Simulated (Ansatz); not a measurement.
A made-up structure of GaBH2F, doublet:

```xyz
5
angstrom
B -1.2231 -0.3624 -0.3123
Ga 0.6143 0.3165 0.1162
F -0.3343 -1.4802 -0.1278
H -2.3113 -0.7515 -0.5700
H 1.2683 1.7121 -0.0738
```

It is relaxed with PBE-D4/def2-SVP and then PBE0-D4/def2-TZVP (Ansatz 0.2.0). Atoms count as bonded within 1.22 times the sum of their covalent radii (H–H: 0.88 Å). The end point is not checked to be a true minimum.

(1) Does its bonding change? (Judge from chemistry; the calculation decides.)

Answers

(1) By the calculation: Yes. Formed: none; broken: Ga2–F3.

Where it ends: The first stage lowers the energy by 1.97 eV in 13 steps. It ends as GaBH₂F ([F][BH][GaH]):
```
atom    x (Å)    y (Å)    z (Å)
  B1  -0.9591  -0.7170  -0.3236
 Ga2   0.3728   0.7154   0.2970
  F3  -0.6300  -2.0043  -0.3808
  H4  -2.1218  -0.4257  -0.4337
  H5   1.3519   1.8661  -0.1267
```

Labels in which every atom is bracketed show which atoms are joined, not bond orders.

For scale, one of the runs: PBE0-D4/def2-TZVP relaxation, 122 basis functions, launched by `ansatz run in.yaml --threads 2 --pin off --events-out ev --progress --plain --max-ram 4352MiB`. The run took about 37 s on 2 CPU threads of an Arm Neoverse V1 (shared host).
